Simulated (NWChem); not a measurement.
C$_{2}$H$_{5}$Ga; SMILES C=[CH][GaH2]

```xyz
8

Ga    -0.0327    -0.7425     0.0000
H     -1.5856    -0.9956     0.0000
H      0.9889    -1.9363     0.0000
C      0.5614     1.1171     0.0000
C     -0.3259     2.1242     0.0000
H      1.6275     1.3804     0.0000
H     -0.0234     3.1797     0.0000
H     -1.4079     1.9423     0.0000
```
Atoms are numbered in this order, from 1.

The geometry was optimised at PBE0/def2-SVP.

Symmetry labels are those of Cs in the frame above (b1 and b2, or b-type labels, depend on it).

Question: List the 4 lowest vertical singlet excitations from CAM-B3LYP/def2-SVPD, TDA (NWChem).

Answer: 
```json
[
 {"state": "S1", "energy (eV)": "4.89", "oscillator strength": "0.002", "symmetry": "a\"", "leading excitation (squared amplitude)": "HOMO → LUMO (0.98)"},
 {"state": "S2", "energy (eV)": "5.31", "oscillator strength": "0.000", "symmetry": "a\"", "leading excitation (squared amplitude)": "HOMO−2 → LUMO (0.98)"},
 {"state": "S3", "energy (eV)": "6.01", "oscillator strength": "0.204", "symmetry": "a'", "leading excitation (squared amplitude)": "HOMO−1 → LUMO (0.95)"},
 {"state": "S4", "energy (eV)": "6.92", "oscillator strength": "0.010", "symmetry": "a\"", "leading excitation (squared amplitude)": "HOMO → LUMO+2 (0.91)"}
]
```
